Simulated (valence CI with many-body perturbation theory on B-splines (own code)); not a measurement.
## Gd³¹⁺: key properties

Level of theory: relativistic CI+MBPT: five valence electrons over a frozen Dirac-Fock core [Ar] 3d10, a basis of 11 s, 11 p, 10 d, 8 f, 5 g, 2 h functions for each j, with the one-electron correlation potential Σ1, the two-electron term Σ2, the three-electron term Σ3, Breit, model QED; selected CI, second order for the rest, scaled by the run's own slope (own B-spline code, finite nucleus).

No measured spectrum was set against this ion. As an estimate, large intervals hold to a few tenths of a per cent, small ones and those within an open d or f shell to about a per cent. Among the levels kept, up to 2000 cm⁻¹ of a level comes from second order outside the variational space, and about a tenth of that is noise between levels of different J, which matters for small intervals.

Levels are named by their leading jj configuration (3d3/2^4 stands for four electrons in 3d with j = 3/2), which in mixed levels can hold well under half, so a name can repeat and another be missing.

Rates and lifetimes use the calculated energies. Strong lines usually hold to 10 to 20 %, long lifetimes can be off by a factor of two.

Question: What is the ground level?

Answer: (4s^2 4p1/2^2 4p3/2) J=3/2, composition 44 % 4s2 4p3 2P° + 30 % 4s2 4p3 4S° + 25 % 4s2 4p3 2D°, g = 1.400.

Question: Among levels below 353.13 eV, which E1 lines absorb most strongly from the ground level?

Answer: to (4s^2 4p1/2 4p3/2 4d3/2) J=5/2 at 7.223 nm, f = 0.571; to (4s^2 4p1/2 4p3/2 4d3/2) J=3/2 at 7.176 nm, f = 0.388; to (4s^2 4p1/2 4p3/2 4d5/2) J=5/2 at 6.988 nm, f = 0.265.

Question: How well does LS coupling describe the low levels?

Answer: Among the lowest 20 levels the leading LS term, summed over configurations, holds 53 % on average. For single configurations the figures are 48 % in LS and 80 % in jj coupling. Terms mix most in the J = 5/2 level at 133.92 eV, where the leading one holds 26 %.

Question: What is the ionisation energy?

Answer: 1234.7 eV; NIST lists 1233 ± 4 eV (theoretical).

Question: Name the longest-lived excited levels whose lifetime is computed, and their main decay.

Answer: (4s^2 4p1/2 4p3/2^2) J=5/2 at 42.77 eV lives 8.26 μs, mostly by M1 to (4s^2 4p1/2^2 4p3/2) J=3/2; (4s^2 4p1/2 4p3/2^2) J=1/2 at 48.26 eV lives 2.09 μs, mostly by M1 to (4s^2 4p1/2^2 4p3/2) J=3/2; (4s^2 4p1/2 4p3/2^2) J=3/2 at 38.42 eV lives 1.65 μs, mostly by M1 to (4s^2 4p1/2^2 4p3/2) J=3/2. The lifetime of (4s^2 4p1/2 4p3/2 4d5/2) J=9/2 is too uncertain to give, and may be longer.

Question: Where does the other parity begin?

Answer: At (4s 4p1/2^2 4p3/2^2) J=5/2, 110.18 eV.
